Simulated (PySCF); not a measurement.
CH₅FOSi₂, SMILES F[Si@H]1CO[SiH2]1.

Geometry optimised at PBE-D3(BJ)/def2-SVP. The structure was generated by enumeration; whether it is a known compound was not checked.

Method: ωB97X/def2-TZVP in PySCF.

Computed frontier levels, gap, dipole moment and polarisability:
| Quantity | Result |
|---|---|
| highest occupied level | -10.15 eV |
| lowest empty level | 1.28 eV |
| orbital gap | 11.43 eV |
| dipole moment | 0.66 D |
| quadrupole, principal values (traceless, Buckingham form, about the centre of nuclear charge) | -9.91, 2.62, 7.29 D·Å |
| mean static polarisability | 65.2 bohr³ (9.66 Å³) |
| polarisability, principal values | 57.6, 61.7, 76.3 bohr³ |
